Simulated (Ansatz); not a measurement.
`B[SiH2]CN` → `B[SiH2]N` + `[CH2]` (triplet) at 700 K and 1 bar (formal loss of a carbene).

Isolated molecules relaxed with PBE0-D4/def2-TZVP in Ansatz; ΔE leaves out vibrations. CCSD(T)/CBS is the MP2 limit (def2-TZVPP, def2-QZVPP) plus CCSD(T) − MP2 in def2-TZVPP, frozen cores. This one scheme is used for every species. Triplets are unrestricted, without spin–orbit coupling. One conformer a species, not always the lowest.

| species | CCSD(T)/CBS energy (Eh) | H − E (kJ/mol) | S (J/(mol·K)) |
| --- | --- | --- | --- |
| `B[SiH2]CN` | -411.38926 | 321.7 | 470.2 |
| `B[SiH2]N` | -372.16627 | 230.4 | 405.1 |
| `[CH2]` (triplet) | -39.09499 | 70.4 | 226.8 |

H − E and S are ideal-gas, rigid-rotor, harmonic terms from PBE0-D4/def2-TZVP, for one conformer and one mirror image of each species, with the whole ground term of open shells counted as degenerate. 1 Eh = 2625.50 kJ/mol, R = 8.31446 J/(mol·K).

Problem. By hand: ΔE, ΔH, ΔS and ΔG.

Solution. ΔE = (-372.16627) + (-39.09499) − (-411.38926) = 0.12800 Eh = 336.1 kJ/mol. Δ(H − E) = 230.4 + 70.4 − 321.7 = -20.9, so ΔH = 315.2 kJ/mol. ΔS = 405.1 + 226.8 − 470.2 = 161.7 J/(mol·K). ΔG = 315.2 − 700 × (161.7)/1000 = 202.0 kJ/mol.

Problem. By hand: the equilibrium constant, and the temperature at which ΔG would vanish if ΔH and ΔS stayed fixed.

Solution. log₁₀ K = −ΔG/(RT ln 10) = -15.1. ΔG = 0 at ΔH/ΔS = 1949 K.

The number of gas molecules changes by +1, which sets the sign of ΔS. A doubt of 5 kJ/mol in ΔE shifts log₁₀ K by 0.4 here. Other conformers and mirror images would add mixing entropy, several J/(mol·K) or more a flexible species. A triplet takes part, so the spin changes. These are equilibria of isolated gas molecules and say nothing of rates. Largest T1 diagnostic: 0.011 (customary marks: 0.02 for closed shells, 0.045 for open ones).
